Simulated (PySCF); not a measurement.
## Electron correlation in B⁻ (boron, charge -1)

[He] 2s2 2p2, high-spin 3P determinant. All numbers are calculated (PySCF 2.14, scalar relativity by spin-free X2C-1e, in x2c-TZVPPall with one added diffuse shell each of s, p, d type (6s4p3d1f, 40 functions)). Frozen: 1s2; 4 electrons correlated.

```csv
level,correlation energy (mhartree)
CCSD,-81.19
(T),-3.45
CCSD(T),-84.64
CCSDT,-85.61
```

Diagnostics: T1 = 0.021, D1 = 0.0371, largest double amplitude 0.096.

Cost of the coupled-cluster step: about 1 core-seconds, for 4 correlated electrons.

Iterations:

```
CC2 = 0
CCSD nocc = (np.int64(3), np.int64(1)), nmo = (39, 39)
frozen orbitals [[0], [0]]
max_cycle = 100
direct = 0
conv_tol = 1e-08
conv_tol_normt = 1e-06
diis_space = 8
diis_start_cycle = 0
Init t2, MP2 energy = -0.0617600583085455
Init E_corr(UCCSD) = -0.061760058309778
cycle = 1  E_corr(UCCSD) = -0.0743459953713913  dE = -0.0125859371  norm(t1,t2) = 0.0605657
cycle = 2  E_corr(UCCSD) = -0.0781324520692293  dE = -0.0037864567  norm(t1,t2) = 0.0277885
cycle = 3  E_corr(UCCSD) = -0.0811592792628723  dE = -0.00302682719  norm(t1,t2) = 0.0160003
cycle = 4  E_corr(UCCSD) = -0.0811882447327553  dE = -2.89654699e-05  norm(t1,t2) = 0.0053447
cycle = 5  E_corr(UCCSD) = -0.0812048749261768  dE = -1.66301934e-05  norm(t1,t2) = 0.00154024
cycle = 6  E_corr(UCCSD) = -0.0811962811303706  dE = 8.59379581e-06  norm(t1,t2) = 0.000585167
cycle = 7  E_corr(UCCSD) = -0.0811894929457622  dE = 6.78818461e-06  norm(t1,t2) = 0.000223864
cycle = 8  E_corr(UCCSD) = -0.0811914971411162  dE = -2.00419535e-06  norm(t1,t2) = 6.35595e-05
cycle = 9  E_corr(UCCSD) = -0.0811901369583186  dE = 1.3601828e-06  norm(t1,t2) = 2.28411e-05
cycle = 10  E_corr(UCCSD) = -0.0811900714076765  dE = 6.55506421e-08  norm(t1,t2) = 7.44856e-06
cycle = 11  E_corr(UCCSD) = -0.0811901068001677  dE = -3.53924912e-08  norm(t1,t2) = 3.18408e-06
cycle = 12  E_corr(UCCSD) = -0.0811901500949321  dE = -4.32947644e-08  norm(t1,t2) = 1.37729e-06
cycle = 13  E_corr(UCCSD) = -0.081190104305314  dE = 4.57896181e-08  norm(t1,t2) = 6.09385e-07
cycle = 14  E_corr(UCCSD) = -0.0811901015061402  dE = 2.79917382e-09  norm(t1,t2) = 1.13832e-07
UCCSD converged
E(UCCSD) = -24.60900704645056  E_corr = -0.08119010150614016
UCCSD(T) correction = -0.00344503334282121
```
